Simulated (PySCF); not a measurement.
Job for PySCF: U-HF/LANL2DZ on CH4OPb (SMILES C[O][PbH]), a point of a bond scan (R = 1.316 Å).

```python
from pyscf import gto, scf, dft, mp
from pyscf.data.elements import chemcore

mol = gto.M(
    atom='''
    Pb   -0.18088400   -0.24647814    0.34040536
    H    -1.22799667   -0.74183773   -1.13818280
    O     1.00528976    1.06933301   -0.77910563
    C     0.89711151    1.34866124   -2.15568911
    H     0.67321555    2.63240599   -2.33646785
    H     1.83700100    1.10003060   -2.66238683
    H     0.08796474    0.78793494   -2.63935184
    ''',
    basis='lanl2dz',
    ecp={'Pb': 'lanl2dz'},
    charge=0, spin=0, verbose=3, max_memory=1800)
mf = scf.UHF(mol)
mf.conv_tol = 1e-8
mf.max_cycle = 100
mf.init_guess_breaksym = True
mf.kernel()
if not mf.converged:
    mf = mf.newton().run(mf.mo_coeff, mf.mo_occ)
for _ in range(4):
    mo, _, stable, _ = mf.stability(return_status=True)
    if stable:
        break
    mf.kernel(mf.make_rdm1(mo, mf.mo_occ))
```

Program output:

```
converged SCF energy = -118.33212729742  <S^2> = 3.5526604e-09  2S+1 = 1
<class 'pyscf.scf.uhf.UHF'> wavefunction is stable in the internal stability analysis
```

The run converged.

Cost: about 0.9 core-seconds (a rough figure).
